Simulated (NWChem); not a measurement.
System: CH$_{2}$N, doublet; SMILES C=[N]

Excerpt of the output:

```
             Northwest Computational Chemistry Package (NWChem) 7.3.0
             --------------------------------------------------------

                             Geometry "geometry" -> ""
                             -------------------------

 Output coordinates in angstroms (scale by  1.889725989 to convert to a.u.)

  No.       Tag          Charge          X              Y              Z
 ---- ---------------- ---------- -------------- -------------- --------------
    1 C                    6.0000     0.00000000     0.00000000     0.50664500
    2 N                    7.0000     0.00000000     0.00000000    -0.73568200
    3 H                    1.0000     0.00000000    -0.94346000     1.08908300
    4 H                    1.0000     0.00000000     0.94346000     1.08908300

 Effective nuclear repulsion energy (a.u.)      27.5042878022

                                 NWChem DFT Module
                                 -----------------

 Summary of "ao basis" -> "ao basis" (spherical)
 ------------------------------------------------------------------------------
       Tag                 Description            Shells   Functions and Types
 ---------------- ------------------------------  ------  ---------------------
 C                        aug-cc-pvtz               14       46   5s4p3d2f
 N                        aug-cc-pvtz               14       46   5s4p3d2f
 H                        aug-cc-pvtz                9       23   4s3p2d

 in cosmo_initialize ...
 calling solv_data for solv:h2o

 solvent parameters
 solvname_short: h2o
 solvname_long:  water
 dielec:       78.4000
 dielecinf:     1.7769
 aqueous SMD model solvent descriptors
 dielec:       78.4000
 sola:          0.8200

          ---------------
          -cosmo- solvent
          ---------------
 Cosmo: York-Karplus, doi: 10.1021/jp992097l
 dielectric constant -eps-     =  78.40
 screen = (eps-1)/(eps    )    =   0.98724
 surface charge correction     = lagrangian

   van der Waals surface
 --------------------------

 ---------- ATOMIC COORDINATES (A.U.) ------------ VDWR(ANG.) --
     1    0.00000000    0.00000000    0.95742022     1.850
     2    0.00000000    0.00000000   -1.39023739     1.890
     3    0.00000000   -1.78288088    2.05806845     1.200
     4    0.00000000    1.78288088    2.05806845     1.200
 number of segments per atom =        128
 number of   points per atom =        128
 atom (   nspa,  nppa )
 ----------------------
    1 (     72,     0 )       0
    2 (     92,     0 )       0
    3 (     56,     0 )       0
    4 (     56,     0 )       0
 number of -cosmo- surface points =      276
 molecular surface =     66.226 angstrom**2
 molecular volume  =     43.595 angstrom**3
 -lineq- algorithm             =   0
 -bem- low  level              =   3
 -bem- from -octahedral-
 gaussian surface charge width =   4.50000
 degree of switching           =   1.00000
 switching function tolerance  =   0.00010
 atomic radii =
 --------------
    1  6.000  1.850
    2  7.000  1.890
    3  1.000  1.200
    4  1.000  1.200
 ...... end of -cosmo- initialization ......

 nat:                     4
 ixmem:                  1008
 calling mnsol_interface()
 G(SMD-CDS) energy (kcal/mol)  =     1.586
 SMD-CDS SASA (angstrom**2)    =    75.408

            General Information
            -------------------
          SCF calculation type: DFT
          Wavefunction type:  spin polarized.
          No. of atoms     :     4
          No. of electrons :    15
           Alpha electrons :     8
            Beta electrons :     7
          Charge           :     0
          Spin multiplicity:     2
          Use of symmetry is: off; symmetry adaption is: off
          Maximum number of iterations: 150
          AO basis - number of functions:   138
                     number of shells:    46
          Convergence on energy requested:  1.00D-06
          Convergence on density requested:  1.00D-05
          Convergence on gradient requested:  5.00D-04

              XC Information
              --------------
                       M06-2X Method XC Functional
                     Hartree-Fock (Exact) Exchange  0.540
                        M06-2X Exchange Functional  1.000
                      M06-2X Correlation Potential  1.000

[...]

                                COSMO-SMD solvation results
                                ---------------------------

             internal energy in gas <Psi(g)|H|Psi(g)> =       -93.970909158843
         internal energy in solvent <Psi(s)|H|Psi(s)> =       -93.968199116095
                               delta internal energy  =         0.002710042748 (    1.70 kcal/mol)
   total free energy in solvent <Psi(s)|H+V/2|Psi(s)> =       -93.979592459124
 polarization energy contribution <Psi(s)|V/2|Psi(s)> =        -0.011393343028 (   -7.15 kcal/mol)
    total free energy in solvent including G(SMD-CDS) =       -93.977064340855
                       G(SMD-CDS) energy contribution =         0.002528118268 (    1.59 kcal/mol)
     1 M fixed-concentration free energy of solvation =        -0.006155182012 (   -3.86 kcal/mol)

                    DFT Final Alpha Molecular Orbital Analysis
                    ------------------------------------------

 Vector    6  Occ=1.000000D+00  E=-4.747166D-01
              MO Center= -1.8D-11, -3.8D-10, -6.5D-01, r^2= 1.2D+00
   Bfn.  Coefficient  Atom+Function         Bfn.  Coefficient  Atom+Function
  ----- ------------  ---------------      ----- ------------  ---------------
    57      0.333590  2 N  pz                50     -0.301319  2 N  s
    54      0.289872  2 N  pz                11     -0.206583  1 C  pz
    48     -0.202696  2 N  s                 60      0.203058  2 N  pz
     8     -0.190806  1 C  pz                 2      0.090026  1 C  s
    51     -0.086855  2 N  s                 14     -0.080184  1 C  pz

 Vector    7  Occ=1.000000D+00  E=-4.270721D-01
              MO Center= -1.5D-11,  3.1D-11, -2.6D-01, r^2= 1.1D+00
   Bfn.  Coefficient  Atom+Function         Bfn.  Coefficient  Atom+Function
  ----- ------------  ---------------      ----- ------------  ---------------
    55      0.331134  2 N  px                52      0.263909  2 N  px
     9      0.256960  1 C  px                58      0.242875  2 N  px
     6      0.197643  1 C  px                12      0.117488  1 C  px
    61      0.029297  2 N  px                26      0.027698  1 C  d  1
    72     -0.025865  2 N  d  1

 Vector    8  Occ=1.000000D+00  E=-3.319745D-01
              MO Center=  1.3D-11,  4.4D-10, -1.8D-01, r^2= 1.7D+00
   Bfn.  Coefficient  Atom+Function         Bfn.  Coefficient  Atom+Function
  ----- ------------  ---------------      ----- ------------  ---------------
    56      0.386645  2 N  py                59      0.344492  2 N  py
    53      0.317404  2 N  py                13     -0.188551  1 C  py
    94      0.164958  3 H  s                117     -0.164958  4 H  s
    10     -0.114577  1 C  py                93      0.110271  3 H  s
   116     -0.110271  4 H  s                  7     -0.092896  1 C  py

 Vector    9  Occ=0.000000D+00  E= 1.820410D-03
              MO Center=  3.7D-10,  2.9D-09,  1.1D+00, r^2= 1.6D+01
   Bfn.  Coefficient  Atom+Function         Bfn.  Coefficient  Atom+Function
  ----- ------------  ---------------      ----- ------------  ---------------
     5      2.023134  1 C  s                  4      1.444435  1 C  s
    96     -1.310384  3 H  s                119     -1.310384  4 H  s
    95     -1.006383  3 H  s                118     -1.006383  4 H  s
    14      0.596279  1 C  pz                17      0.549661  1 C  pz
    51      0.416618  2 N  s                104     -0.194423  3 H  py

 Vector   10  Occ=0.000000D+00  E= 1.086466D-02
              MO Center= -3.7D-10,  2.0D-10,  5.4D-01, r^2= 4.8D+00
   Bfn.  Coefficient  Atom+Function         Bfn.  Coefficient  Atom+Function
  ----- ------------  ---------------      ----- ------------  ---------------
    15      0.905743  1 C  px                61     -0.648164  2 N  px
    12      0.329996  1 C  px                58     -0.305787  2 N  px
     9      0.261862  1 C  px                55     -0.253843  2 N  px
    52     -0.197602  2 N  px                 6      0.186335  1 C  px
   100      0.034361  3 H  px               123      0.034361  4 H  px

 Vector   11  Occ=0.000000D+00  E= 1.917469D-02
              MO Center= -7.1D-12, -3.4D-09,  1.3D+00, r^2= 2.0D+01
   Bfn.  Coefficient  Atom+Function         Bfn.  Coefficient  Atom+Function
  ----- ------------  ---------------      ----- ------------  ---------------
    96      3.995716  3 H  s                119     -3.995716  4 H  s
    16      1.789239  1 C  py                13      0.903019  1 C  py
    95      0.681250  3 H  s                118     -0.681250  4 H  s
    62     -0.622217  2 N  py                59     -0.265419  2 N  py
   105     -0.229262  3 H  pz               128      0.229262  4 H  pz

                     DFT Final Beta Molecular Orbital Analysis
                     -----------------------------------------

 Vector    5  Occ=1.000000D+00  E=-5.204394D-01
              MO Center=  6.1D-12,  1.3D-09,  6.0D-01, r^2= 1.3D+00
   Bfn.  Coefficient  Atom+Function         Bfn.  Coefficient  Atom+Function
  ----- ------------  ---------------      ----- ------------  ---------------
    10      0.322315  1 C  py                 7      0.256221  1 C  py
    13      0.194440  1 C  py                94     -0.146199  3 H  s
   117      0.146199  4 H  s                 93     -0.132219  3 H  s
   116      0.132219  4 H  s                 56      0.109593  2 N  py
    53      0.087834  2 N  py                59      0.081152  2 N  py

[...]
```

Level: M06-2X/aug-cc-pVTZ, spin-unrestricted, SMD on the gas-phase geometry. In the optimisation the excess spin sits in b2 (C2v, its own frame). Geometry: optimised at PBE0/def2-SVP, spin-unrestricted. No stability test was run on the SCF state. Solvent: water.

Q: Write an input that gives this output.

A: This is not unique; one that fits is the input that was run:
```
start job
memory heap 200 mb stack 900 mb global 1100 mb
geometry units angstroms noautosym nocenter noautoz
  C      0.000000     0.000000     0.506645
  N      0.000000     0.000000    -0.735682
  H      0.000000    -0.943460     1.089083
  H      0.000000     0.943460     1.089083
end
basis spherical
  C library aug-cc-pvtz
  N library aug-cc-pvtz
  H library aug-cc-pvtz
end
dft
  odft
  mult 2
  xc m06-2x
  iterations 150
end
cosmo
  do_cosmo_smd true
  solvent water
end
task dft energy
```
